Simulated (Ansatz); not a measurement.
Cu2Te2. Total charge 0; singlet. Geometry PBE-D4/def2-SVP; atoms count from 1.

```xyz
4

Cu    1.139   -0.495   -0.519
Cu   -0.555    1.096    0.551
Te    0.236   -0.908    1.726
Te   -0.821    0.307   -1.758
```

In the def2 sets Te takes a core potential; there is no spin–orbit coupling. The restricted singlet is unstable: a solution with broken spin symmetry lies lower. At PBE0-D4/def2-TZVP a triplet of charge 0 lies 0.06 eV below the restricted singlet, each at its own geometry. The structure comes from a short search, and lower isomers may exist.

Question: Estimate the Mulliken populations from the PBE0/def2-TZVP orbitals of Ansatz.

Answer: 
```
atom  charge (e)  d electrons
 Cu1        0.15         9.80
 Cu2        0.15         9.80
 Te3       -0.15            –
 Te4       -0.15            –
```
Mulliken values and Mayer orders depend strongly on the basis.

Question: And the Mayer bond orders between bonded heavy atoms (over 0.3)?

Answer: Cu1–Te3 0.88 (2.45 Å); Cu1–Te4 0.88 (2.45 Å); Cu2–Te3 0.88 (2.45 Å); Cu2–Te4 0.88 (2.45 Å). Values over 0.3 also appear between atoms too far apart for a bond (Te3–Te4 0.49 at 3.84 Å); they arise where an orbital or an unpaired electron spreads over both atoms.
